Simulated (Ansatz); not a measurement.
Geometry optimisation, RKS B3LYP-D4/6-31G* (Ansatz 0.2.0).

Input file:

```yaml
crystal:
  periodic: [false, false, false]
  atoms:
    - { symbol: "N", position_ang: [-2.2255, -0.9106, 0.3432] }
    - { symbol: B, position_ang: [-0.934, -0.8019, -0.3806] }
    - { symbol: C, position_ang: [0.2632, -0.011, 0.2586] }
    - { symbol: "N", position_ang: [1.4976, -0.9087, 0.4695] }
    - { symbol: Si, position_ang: [0.7907, 1.3738, -0.8976] }
    - { symbol: H, position_ang: [-2.5925, 0.1336, 0.4817] }
    - { symbol: H, position_ang: [-2.0784, -1.2832, 1.2769] }
    - { symbol: H, position_ang: [-0.7563, -1.3247, -1.4275] }
    - { symbol: H, position_ang: [-0.0129, 0.4422, 1.2879] }
    - { symbol: H, position_ang: [1.1443, -1.6458, 1.1943] }
    - { symbol: H, position_ang: [2.1897, -0.3815, 0.9448] }
    - { symbol: H, position_ang: [1.9247, 2.1404, -0.2713] }
    - { symbol: H, position_ang: [-0.4041, 2.3107, -1.0925] }
    - { symbol: H, position_ang: [1.1806, 0.8374, -2.1587] }
basis:
  gaussian: { orbitals: "6-31G*" }
hamiltonian:
  xc: b3lyp
  dispersion: d4
relax:
  f_tol: 0.015
  max_steps: 40
```

Command:

```bash
$ ansatz run input.yaml --threads 2 --pin off --max-ram 3072MiB --backend cpu --events-out ev --progress --plain --runs-dir out
```

Problem. Where does it end, and by what steps?

Solution. The run converged. After 19 steps the energy has fallen by 1.885 eV; H7 moved furthest, 1.74 Å.

| step | energy less start (eV) | largest force component (eV/Å) | accepted |
| --- | --- | --- | --- |
| 0 | 0.0000 | 2.839 | yes |
| 1 | -0.4270 | 1.001 | yes |
| 2 | -0.5664 | 0.815 | yes |
| 3 | -0.7346 | 1.319 | yes |
| 4 | -0.9725 | 2.147 | yes |
| 5 | -1.2513 | 2.324 | yes |
| 6 | -1.5187 | 1.502 | yes |
| 7 | -1.6758 | 1.118 | yes |
| 8 | -1.7465 | 1.819 | yes |
| 9 | -1.8188 | 0.910 | yes |
| 10 | -1.8238 | 0.747 | yes |
| 11 | -1.8649 | 0.211 | yes |
| 12 | -1.8744 | 0.291 | yes |
| 13 | -1.8791 | 0.229 | yes |
| 14 | -1.8816 | 0.082 | yes |
| 15 | -1.8837 | 0.113 | yes |
| 16 | -1.8844 | 0.126 | yes |
| 17 | -1.8850 | 0.037 | yes |
| 18 | -1.8852 | 0.017 | yes |
| 19 | -1.8853 | 0.012 | yes |

```xyz
14
Properties=species:S:1:pos:R:3
N -2.141 -0.460 0.133
B -0.839 -0.895 -0.132
C 0.412 -0.136 0.456
N 1.661 -0.920 0.358
Si 0.644 1.392 -0.654
H -2.957 -0.891 -0.278
H -2.362 0.336 0.719
H -0.698 -1.844 -0.850
H 0.180 0.228 1.477
H 1.543 -1.840 0.778
H 2.413 -0.460 0.868
H 1.965 2.028 -0.378
H -0.420 2.401 -0.374
H 0.584 1.032 -2.094
```

Run time: 25 s on 2 threads of AMD EPYC 9R45 96-Core Processor (Zen 5) (shared host), peak memory 0.24 GiB.
